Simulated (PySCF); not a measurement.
Ru(OH)3 (H3O3Ru), SMILES [OH][Ru]([OH])[OH] (connectivity only; charge and spin as stated), neutral, multiplicity 4.

Geometry: PBE0-D3(BJ)/def2-SVP. The multiplicity is an assumed one; other spin states were not compared. The def2 effective core potentials stand for the cores of Ru; spin–orbit coupling is left out. One conformer was computed; it need not be the lowest.

Two levels are set side by side: PBE/def2-TZVPD (PySCF) and M06-2X/def2-TZVPD (PySCF). Same geometry, gas phase. Differences are taken from unrounded values.

```tsv
quantity	M06-2X	PBE	PBE minus M06-2X
α-spin orbital gap (eV)	7.17	1.80	-5.37
β-spin orbital gap (eV)	5.61	0.76	-4.85
dipole moment (D)	1.03	1.40	0.37
mean polarisability (bohr³)	52.1	59.2	7.1
```

PBE's more diffuse valence density responds more strongly to a field. Differences between two approximate levels are no errors against the true value.

Rough cost on one machine, each run with all the roots and properties that it gave: M06-2X against PBE about 2 times.
